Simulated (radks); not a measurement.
Problem. All-electron atom: Ga XI in [Ar] 3d3. Calculated with a radial shooting solver on a logarithmic mesh with Libxc functionals: scalar-relativistic Kohn-Sham, r2SCAN, spin-polarised, spherical densities, finite nucleus; open shells are filled with parallel spins first; meta-GGA in the generalised Kohn-Sham scheme; Fermi nuclear charge, rms radius 3.9973 fm. Some entries of the table are withheld. Estimate them.

orbital,occ.,eigenvalue (Ry),<1/r> (bohr^-1)
1s down,1,-774.1839,31.29
1s up,1,-774.1829,31.29
2s up,1,-114.2377,6.867
2s down,1,-113.8800,6.884
2p up,3,-101.9506,6.716
2p down,3,-101.6829,6.730
3s up,1,-29.41912,2.382
3s down,1,-28.86966,2.360
3p up,3,(1),(2)
3p down,3,(3),(4)
3d up,3,(5),2.078
3d down,0,(6),2.061

Solution. 
(1) 3p up eigenvalue (Ry): -25.53663
(2) 3p up <1/r> (bohr^-1): 2.268
(3) 3p down eigenvalue (Ry): -24.97594
(4) 3p down <1/r> (bohr^-1): 2.246
(5) 3d up eigenvalue (Ry): -19.38737
(6) 3d down eigenvalue (Ry): -18.75826
